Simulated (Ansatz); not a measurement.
```xyz
2

Si    0.0089   -0.0473   -0.1162
H     0.0072    0.0494    1.4358
```

Basis set: 6-31G (spherical functions). Frozen core: 5 orbitals. Charge 0, multiplicity 2.

Computed with Ansatz (development build ahead of 0.2.0); each method stands on the lowest determinant of its kind that the runs found.

The atomization energy at this shape (free ground-state atoms in the same class of orbitals less the molecule, no zero-point energy) of doublet SiH:

```
 method  atomization energy
UHF-MP2             2.20 eV
```

What does UHF give?

1.78 eV.

This basis has no polarisation functions and is too small for such energies, which can lie far from measured ones in either direction.
